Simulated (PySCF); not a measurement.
**Computed structure and properties of WOF3**

System: WOF3 (doublet); start: displaced along the imaginary mode (C1). Method: PySCF 2.14.0, UKS BP86, W def2-SVP with ECP60, O def2-SVP, F def2-SVP; non-relativistic Hamiltonian with scalar-relativistic core potentials where named; density fitting; no spin-orbit coupling.

Input of the relaxation:

```python
mol = gto.M(atom='''
W      0.03307     0.00043     0.07344
O      0.91477     1.18735     0.92975
F     -1.12602    -1.09986     1.07012
F      0.91044    -0.96153    -1.33570
F     -0.87473     1.05757    -1.22830''',
    basis={'W': 'def2-SVP', 'O': 'def2-SVP', 'F': 'def2-SVP'},
    ecp={'W': 'def2-SVP'},
    charge=0, spin=1)
mf = dft.UKS(mol, xc='B88,P86')
mf.grids.atom_grid = (50, 194)
mf = mf.density_fit()  # fitting sets: W def2-universal-JKFIT, O def2-universal-JKFIT, F def2-universal-JKFIT
mf.conv_tol = 1e-08; mf.max_cycle = 55
mf.kernel(dm0)  # dm0: converged density of the start geometry
# quasi-Newton relaxation in Cartesian coordinates to a largest gradient under 0.00045 Eh/bohr, steps kept in the point group
```

Run from Python with OMP_NUM_THREADS=2; the lines above give its settings. Where DIIS fails, smearing, a level shift and second-order steps follow.
It took 42 s on 2 threads of Arm Neoverse V2, with other jobs on the host, from the converged density of the start.

Course of the relaxation:

```csv
step,energy above end (eV),largest force component within the symmetry (eV/Å)
0,0.1476,0.640
1,0.0935,0.382
2,0.0575,0.193
3,0.0509,0.099
4,0.0451,0.170
5,0.0382,0.317
6,0.0316,0.428
7,0.0218,0.239
10,0.0021,0.073
11,0.0011,0.075
12,0.0004,0.060
13,0.0001,0.045
14,0.0000,0.024
15,0.0000,0.011
```
(The steps between are left out.)

Relaxed geometry (Cs):

```xyz
5

W    -0.0482    0.0903   -0.0442
O     0.6897    1.1731    1.0593
F    -0.7940   -1.1761    1.1027
F     0.6943   -1.1615   -1.2570
F    -0.6843    1.2580   -1.3514
```

```
  contact      Å
W1–O2 (O)  1.713
W1–F3 (F)  1.864
W1–F4 (F)  1.894
W1–F5 (F)  1.865
```

On the finer grid (75, 302):

```
HOMO                                                         : -5.72 eV
LUMO                                                         : -4.39 eV
Dipole about the centre of mass                              : 0.72 D
Spin squared                                                 : 0.752
Set of Mulliken populations of W1 outside the core potential : s 2.53, p 6.35, d 3.84, f 0.20
D3(BJ) dispersion energy (not in the energies)               : -0.146 eV
```

| atom | Mulliken (e) | Löwdin (e) | spin (e) |
| --- | --- | --- | --- |
| W1 | 1.08 | 0.37 | 0.92 |
| O2 | -0.28 | -0.09 | 0.02 |
| F3 | -0.26 | -0.08 | 0.01 |
| F4 | -0.28 | -0.12 | 0.03 |
| F5 | -0.26 | -0.08 | 0.01 |

On the grid (50, 194), as all that follows. Harmonic modes: a minimum within the noise of the softest modes; lowest 54 cm⁻¹ (negative: unstable), highest 999 cm⁻¹, zero-point energy 0.245 eV.

Rigid scan of O along the line from its metal:

(distance to O2 (Å), energy (eV)): (1.41, 4.252), (1.51, 1.557), (1.61, 0.323), (1.71, 0.000), (1.81, 0.228), (1.91, 0.775), (2.01, 1.490), (2.16, 2.680)

Taking off one F (charge -1, singlet; the rest: doublet) in vacuum, both parts rigid, costs 13.77 eV; the small basis without counterpoise inflates it. Most of it is the attraction of opposite charges; other ways to part are cheaper, and one spin state was tried for the rest.

Rigid scan of F along the line from its metal:

(distance to F3 (Å), energy (eV)): (1.56, 2.386), (1.66, 0.875), (1.76, 0.182), (1.86, 0.000), (1.96, 0.129), (2.06, 0.440), (2.26, 1.308), (2.56, 2.692), (2.96, 4.162)

One start shape was tried, so this needn't be the lowest isomer.

Open shells may have lower solutions than the one found.
